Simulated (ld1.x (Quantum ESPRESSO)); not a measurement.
# Which change was made? (Te, TM)

- Element: tellurium
- Generator: ld1.x (Quantum ESPRESSO) 7.5
- Type: norm-conserving Troullier–Martins (Kleinman–Bylander form)
- Functional: PBE
- Relativity: scalar-relativistic
- Frozen core: [Ar] 3d10
- Valence charge: 24
- Reference configuration: 4s2 4p6 4d10 5s2 5p2.5 (charge +1.5)
- Partial waves: 4s (bound): rc 1.15 bohr; 4d (bound): rc 1.45 bohr; 4p (bound): rc 0.75 bohr
- Local potential: the p channel
- Core correction: none

Occupied shells without a wave of their own: 5p, 5s. They enter only through the test configuration that unscreens the potential.

Cutoffs, loose and tight: the cutoffs (Ry, on a coarse ladder) from which the occupation-weighted sum of valence levels, in a spherical-Bessel basis at the reference potential, stays within 10 and 1 mRy of its value at 400 Ry. They do not see the model core or the augmentation charge, which bear on the density cutoff. Test errors are all-electron minus pseudo excitation energies from the reference, over the configurations 4s2 4p6 4d10 5s2 5p4; 4s2 4p6 4d10 5s2 5p3; 4s2 4p6 4d10 5s2 5p2; 4s2 4p6 4d10 5s0 5p6; 4s2 4p6 4d9 5s2 5p5; 4s2 4p6 4d10 5s1 5p4; 4s2 4p6 4d10 5s2 5p1; variants that change the core or the reference have their own tests.

The base gives: outcome: generated, misses its reference levels by 1.69 eV; cutoff, loose: 230 Ry; cutoff, tight: over 300 Ry; bound ghosts: none; largest test error (meV): -2877.

(1) After one change the result is: outcome: generated, misses its reference levels by 0.26 eV; cutoff, loose: 300 Ry; cutoff, tight: over 300 Ry; bound ghosts: none; largest test error (meV): +346. Which change was it?
A. wave 4p (bound): rc 0.75 bohr becomes 4p (bound): rc 0.98 bohr
B. wave 4s (bound): rc 1.15 bohr becomes 4s (bound): rc 0.86 bohr
C. local potential the s channel
D. reference 4s2 4p6 4d10 5s2 5p2

## Answers

(1) B. The others give: reference 4s2 4p6 4d10 5s2 5p2 → outcome: generated, misses its reference levels by 1.77 eV; cutoff, loose: 230 Ry; cutoff, tight: over 300 Ry; bound ghosts: none; largest test error (meV): -2812 | wave 4p (bound): rc 0.75 bohr becomes 4p (bound): rc 0.98 bohr → outcome: generated, misses its reference levels by 1.74 eV; cutoff, loose: 200 Ry; cutoff, tight: 260 Ry; bound ghosts: none; largest test error (meV): -2820 | local potential the s channel → outcome: generated, misses its reference levels by 3.76 eV; cutoff, loose: 230 Ry; cutoff, tight: over 300 Ry; bound ghosts: none; largest test error (meV): -4515.
